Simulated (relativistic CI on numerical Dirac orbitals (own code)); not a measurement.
Method of calculation: Dirac-Coulomb-Breit CI, KLI orbitals optimised for each configuration, QED by a radiative potential, unscaled Slater integrals (own radial code, finite nucleus).

The strongest absorption lines from the ground level of an ion, among the configurations computed and to levels below about 140 eV (vacuum wavelength in Å, gf): 111.33 (2.5), 111.90 (1.3), 113.10 (0.67), 113.19 (1.2), 113.61 (0.088), 114.13 (0.17), 117.19 (0.12), 119.47 (0.13).

Question: Which ion is it?
A. Se XIV
B. Kr XIV
C. Se XII
D. Sr XVI

Answer: C. Se XII has 23 electrons and the ground level 3s²3p⁶3d⁵ ⁶S5/2; the strongest line goes to 3s²3p⁵3d⁶ ⁶P°7/2. The pattern of lines fixes the number of electrons, and along that sequence the line energies rise steadily with the charge (about as its square where n changes within one kind of shell, about linearly where n is kept but much faster in heavy ions where fine structure, which grows about as Z⁴, sets the gap, and irregularly where shells cross), which fixes Z. Configurations outside the model, such as inner-shell arrays, can give stronger lines. At this charge energies of transitions that change n are usually good to better than 1 %, and those within a shell (Δn = 0) to a few per cent. Terms inside the open d or f shell come out 10 to 20 % too wide with unscaled integrals.

LS names give the leading component of a level, which can be under half, so a name can repeat, a term be missing and a line seem to break the LS rules.
